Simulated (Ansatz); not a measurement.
One change: `BC#C` becomes `C#[C][ZnH]`.

Ansatz, PBE0-D4/def2-TZVP geometries, multiplicity 1. 

Scalar relativity is left out up to krypton.

| property | `BC#C` |
| --- | --- |
| size of the dipole moment (PBE/def2-TZVPP) / D | 1.06 |
| HOMO energy (PBE/def2-TZVPP) / eV | -6.88 |
| HOMO energy (PBE0/def2-TZVPP) / eV | -8.09 |
| HOMO energy (ωB97M-V/def2-TZVPP) / eV | -10.32 |
| HOMO–LUMO gap (B3LYP/def2-TZVPP) / eV | 5.27 |
| LUMO energy (ωB97M-V/def2-TZVPP) / eV | -0.38 |

Question: What does the change do to each property? (Best estimate.)

Answer: Computed: 
```csv
property,`C#[C][ZnH]`,shift
size of the dipole moment (PBE/def2-TZVPP) / D,0.12,-0.94
HOMO energy (PBE/def2-TZVPP) / eV,-6.87,0.01
HOMO energy (PBE0/def2-TZVPP) / eV,-8.03,0.06
HOMO energy (ωB97M-V/def2-TZVPP) / eV,-10.29,0.03
HOMO–LUMO gap (B3LYP/def2-TZVPP) / eV,6.61,1.34
LUMO energy (ωB97M-V/def2-TZVPP) / eV,0.61,0.99
```

With PBE0 the HOMO rises by 0.06 eV and the LUMO rises by 1.50 eV, so the gap widens by about 1.44 eV. PBE moves the HOMO by 0.01 eV and ωB97M-V by 0.03 eV. Dipoles are sizes alone; their direction can turn.

B3LYP here is the variant with VWN-RPA as its local correlation; programs differ in this.
